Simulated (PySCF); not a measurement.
HNSi, SMILES N#[SiH]. Geometry: PBE-D3(BJ)/def2-TZVPD.

Problem. Give the equilibrium geometry at PBE-D3(BJ)/def2-TZVPD (PySCF confirms it by a frequency run) as bond lengths and angles, and its point group. (Estimate from the structure and the level; the computed values follow.)

Solution. point group C∞v.
Atoms: H1 Si2 N3. Bonds (Å): H1–Si2 1.504, Si2–N3 1.578. Bond angles (°): H1–Si2–N3 180.0.
